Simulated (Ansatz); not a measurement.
A trace of molecular dynamics of ClGeH3 (5 atoms, charge 0, multiplicity 1).

All numbers below come from Ansatz, RKS PBE0-D4/def2-mTZVP.

```
ensemble        : NVT, Nosé–Hoover chain
set temperature : 400 K
thermostat      : time constant 20 fs, chain length 3
seed            : 391645
```

| time (fs) | T (K) | potential energy less start (eV) | conserved less start (meV/atom) |
| --- | --- | --- | --- |
| 0 | 400 | 0.000 | 0.00 |
| 4 | 128 | 0.123 | 3.36 |
| 8 | 283 | 0.052 | 0.37 |
| 12 | 30 | 0.175 | 4.32 |
| 16 | 278 | 0.076 | 1.35 |
| 20 | 163 | 0.147 | 3.69 |
| 24 | 451 | 0.056 | 0.59 |
| 28 | 356 | 0.135 | 3.02 |
| 32 | 383 | 0.170 | 4.66 |
| 36 | 399 | 0.180 | 4.16 |
| 40 | 334 | 0.222 | 3.57 |
| 44 | 506 | 0.148 | 0.47 |
| 48 | 188 | 0.314 | 7.24 |
| 52 | 678 | 0.112 | 3.28 |
| 56 | 431 | 0.238 | 8.43 |
| 60 | 822 | 0.041 | 0.44 |
| 64 | 137 | 0.328 | 7.01 |
| 68 | 449 | 0.179 | 2.12 |
| 72 | 143 | 0.328 | 8.78 |
| 76 | 629 | 0.109 | 2.94 |
| 80 | 411 | 0.200 | 5.48 |

Question: Is this trajectory sound?

Answer: The conserved energy wandered by up to 8.8 meV per atom (net 5.5 meV per atom), which is poor conservation. A step of 2 fs is long for free X–H stretches (periods near 10 fs) and can bias their spread and the temperature. A run of 0.08 ps of so small a system gives no equilibrium averages. The time step was 2 fs.

Time of the run: 70 s on 1 thread of Arm Neoverse V1 (shared host), peak memory 0.12 GiB.
